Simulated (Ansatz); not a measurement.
`[F][Sc]([F])[Cl]` + silanol → `[F][Sc]([F])[O][SiH3]` + HCl  (ligand exchange at the Sc–Cl bond)

Calculated with Ansatz (gas phase, PBE0-D4/def2-TZVP geometries, no zero-point term in ΔE). CCSD(T)/CBS adds triple-zeta CCSD(T) − MP2 to the extrapolated MP2 energy (def2 sets, frozen cores). This one scheme is used for every species. DFT in def2-TZVPP. B3LYP here is the variant with VWN-RPA as its local correlation; programs differ in this. HSE06 is defined as in plane-wave codes. For Sc outer-core shells are correlated without core-valence functions, which leaves a few kJ/mol of doubt a bond. Scalar relativity is left out up to krypton. One conformer a species, not always the lowest.

```json
{"level": "LDA (SPW92)", "ΔE (kcal/mol)": "4.1", "difference from CCSD(T)/CBS": "1.3"}
{"level": "revPBE-D4", "ΔE (kcal/mol)": "4.6", "difference from CCSD(T)/CBS": "1.8"}
{"level": "r2SCAN-D4", "ΔE (kcal/mol)": "5.2", "difference from CCSD(T)/CBS": "2.4"}
{"level": "B97M-V", "ΔE (kcal/mol)": "5.3", "difference from CCSD(T)/CBS": "2.5"}
{"level": "PBE0-D4", "ΔE (kcal/mol)": "5.2", "difference from CCSD(T)/CBS": "2.4"}
{"level": "B3LYP-D4", "ΔE (kcal/mol)": "3.8", "difference from CCSD(T)/CBS": "1.0"}
{"level": "r2SCAN0-D4", "ΔE (kcal/mol)": "5.5", "difference from CCSD(T)/CBS": "2.7"}
{"level": "HSE06-D4", "ΔE (kcal/mol)": "5.3", "difference from CCSD(T)/CBS": "2.5"}
{"level": "BHLYP-D4", "ΔE (kcal/mol)": "4.3", "difference from CCSD(T)/CBS": "1.5"}
{"level": "CAM-B3LYP-D4", "ΔE (kcal/mol)": "3.3", "difference from CCSD(T)/CBS": "0.5"}
{"level": "ωB97X-V", "ΔE (kcal/mol)": "4.3", "difference from CCSD(T)/CBS": "1.5"}
{"level": "ωB97M-V", "ΔE (kcal/mol)": "4.6", "difference from CCSD(T)/CBS": "1.8"}
{"level": "B2PLYP", "ΔE (kcal/mol)": "3.9", "difference from CCSD(T)/CBS": "1.1"}
{"level": "PBE-QIDH", "ΔE (kcal/mol)": "4.9", "difference from CCSD(T)/CBS": "2.1"}
{"level": "PBE", "ΔE (kcal/mol)": "5.1", "difference from CCSD(T)/CBS": "2.3"}
{"level": "revPBE", "ΔE (kcal/mol)": "5.4", "difference from CCSD(T)/CBS": "2.6"}
{"level": "BLYP", "ΔE (kcal/mol)": "4.0", "difference from CCSD(T)/CBS": "1.2"}
{"level": "PBE0", "ΔE (kcal/mol)": "5.6", "difference from CCSD(T)/CBS": "2.8"}
{"level": "B3LYP", "ΔE (kcal/mol)": "4.4", "difference from CCSD(T)/CBS": "1.6"}
{"level": "r2SCANh", "ΔE (kcal/mol)": "5.5", "difference from CCSD(T)/CBS": "2.7"}
{"level": "r2SCAN0", "ΔE (kcal/mol)": "5.7", "difference from CCSD(T)/CBS": "2.9"}
{"level": "HSE06", "ΔE (kcal/mol)": "5.7", "difference from CCSD(T)/CBS": "2.9"}
{"level": "BHLYP", "ΔE (kcal/mol)": "4.9", "difference from CCSD(T)/CBS": "2.1"}
{"level": "CAM-B3LYP", "ΔE (kcal/mol)": "3.7", "difference from CCSD(T)/CBS": "0.9"}
{"level": "LC-ωPBE", "ΔE (kcal/mol)": "4.3", "difference from CCSD(T)/CBS": "1.5"}
{"level": "RPA@PBE/def2-TZVPP", "ΔE (kcal/mol)": "2.6", "difference from CCSD(T)/CBS": "-0.2"}
{"level": "HF/def2-SVP", "ΔE (kcal/mol)": "3.0", "difference from CCSD(T)/CBS": "0.2"}
{"level": "MP2/def2-SVP", "ΔE (kcal/mol)": "-0.5", "difference from CCSD(T)/CBS": "-3.3"}
{"level": "CCSD/def2-SVP", "ΔE (kcal/mol)": "-0.7", "difference from CCSD(T)/CBS": "-3.5"}
{"level": "CCSD(T)/def2-SVP", "ΔE (kcal/mol)": "-0.7", "difference from CCSD(T)/CBS": "-3.5"}
{"level": "HF/def2-TZVPP", "ΔE (kcal/mol)": "6.1", "difference from CCSD(T)/CBS": "3.3"}
{"level": "MP2/def2-TZVPP", "ΔE (kcal/mol)": "3.3", "difference from CCSD(T)/CBS": "0.5"}
{"level": "SCS-MP2/def2-TZVPP", "ΔE (kcal/mol)": "2.9", "difference from CCSD(T)/CBS": "0.1"}
{"level": "CCSD/def2-TZVPP", "ΔE (kcal/mol)": "3.1", "difference from CCSD(T)/CBS": "0.3"}
{"level": "CCSD(T)/def2-TZVPP", "ΔE (kcal/mol)": "3.1", "difference from CCSD(T)/CBS": "0.3"}
{"level": "HF/def2-QZVPP", "ΔE (kcal/mol)": "6.0", "difference from CCSD(T)/CBS": "3.2"}
{"level": "MP2/def2-QZVPP", "ΔE (kcal/mol)": "3.0", "difference from CCSD(T)/CBS": "0.2"}
{"level": "HF/CBS(def2)", "ΔE (kcal/mol)": "5.9", "difference from CCSD(T)/CBS": "3.1"}
{"level": "MP2/CBS(def2)", "ΔE (kcal/mol)": "2.9", "difference from CCSD(T)/CBS": "0.1"}
{"level": "CCSD/CBS(def2)", "ΔE (kcal/mol)": "2.8", "difference from CCSD(T)/CBS": "0.0"}
{"level": "CCSD(T)/CBS", "ΔE (kcal/mol)": "2.8", "difference from CCSD(T)/CBS": "0"}
```

Largest T1 diagnostic among the species: 0.016.

In def2-TZVPP, CCSD(T) changes the Hartree–Fock value by −3.0 kcal/mol (the triples alone add −0.0 kcal/mol) and MP2 by −2.8 kcal/mol. Leaving LDA and LC-ωPBE aside and taking each functional with its dispersion term where it has one, the values, not all of them listed here, spread over 2.3 kcal/mol, from BLYP-D4 to r2SCAN0-D4. LDA lies −0.9 kcal/mol from PBE without D4.
